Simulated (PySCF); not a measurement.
**Fractional electron number in Cs (caesium, neutral)**

The 6s alpha orbital of [Xe] 6s1 is emptied in steps (occupation f), with all orbitals relaxed, ending at [Xe]. Computed with PySCF 2.14 in x2c-TZVPall (11s7p6d1f, 69 functions), with the spin-free X2C one-electron Hamiltonian (Gaussian nucleus). The exact energy is a straight line in f; departures are measured from the line between the end points of the same method.

| f | UHF (eV) | LDA (eV) | PBE (eV) | PBE0 (eV) | r2SCAN (eV) | LC-wPBE (eV) | BHandHLYP (eV) | wB97X (eV) | CAM-B3LYP (eV) |
| --- | --- | --- | --- | --- | --- | --- | --- | --- | --- |
| 1 | 0.000 | 0.000 | 0.000 | 0.000 | 0.000 | 0.000 | 0.000 | 0.000 | 0.000 |
| 0.9 | 0.002 | -0.155 | -0.156 | -0.112 | -0.129 | 0.010 | -0.081 | 0.002 | -0.058 |
| 0.7 | 0.003 | -0.361 | -0.368 | -0.263 | -0.291 | 0.023 | -0.188 | 0.007 | -0.136 |
| 0.5 | 0.004 | -0.427 | -0.443 | -0.315 | -0.332 | 0.026 | -0.224 | 0.013 | -0.162 |
| 0.3 | 0.003 | -0.353 | -0.376 | -0.267 | -0.260 | 0.020 | -0.189 | 0.014 | -0.136 |
| 0.1 | 0.001 | -0.146 | -0.160 | -0.113 | -0.097 | 0.007 | -0.081 | 0.006 | -0.058 |
| 0 | 0.000 | 0.000 | 0.000 | 0.000 | 0.000 | 0.000 | 0.000 | 0.000 | 0.000 |

```csv
method,E(f=0) − E(f=1) (eV),−ε at f=1 (eV),−ε at f=0.5 (eV)
UHF,3.475,3.492,3.475
LDA,4.105,2.385,4.126
PBE,3.974,2.253,3.946
PBE0,3.890,2.651,3.877
r2SCAN,3.771,2.327,3.865
LC-wPBE,3.699,3.809,3.690
BHandHLYP,3.823,2.929,3.822
wB97X,3.589,3.606,3.611
CAM-B3LYP,3.917,3.269,3.917
```

Orbital energy along the path (eV):

```tsv
f	UHF	LDA	PBE	PBE0	r2SCAN	LC-wPBE	BHandHLYP	wB97X	CAM-B3LYP
1	-3.492	-2.385	-2.253	-2.651	-2.327	-3.809	-2.929	-3.606	-3.269
0.9	-3.489	-2.728	-2.581	-2.892	-2.643	-3.786	-3.106	-3.612	-3.399
0.7	-3.482	-3.423	-3.252	-3.380	-3.265	-3.738	-3.463	-3.619	-3.658
0.5	-3.475	-4.126	-3.946	-3.877	-3.865	-3.690	-3.822	-3.611	-3.917
0.3	-3.469	-4.817	-4.674	-4.392	-4.378	-3.650	-4.182	-3.572	-4.177
0.1	-3.463	-5.445	-5.433	-4.924	-4.748	-3.626	-4.543	-3.536	-4.437
0	-3.460	-5.634	-5.626	-5.013	-4.531	-3.620	-4.713	-3.382	-4.564
```

As f goes to zero the orbital energy of a semilocal functional can turn back, because the density of that orbital vanishes from the exchange-correlation potential.

Reference removal energy between the ground levels: 3.894 eV (measured; NIST Atomic Spectra Database, ionization energies). UHF lacks correlation.
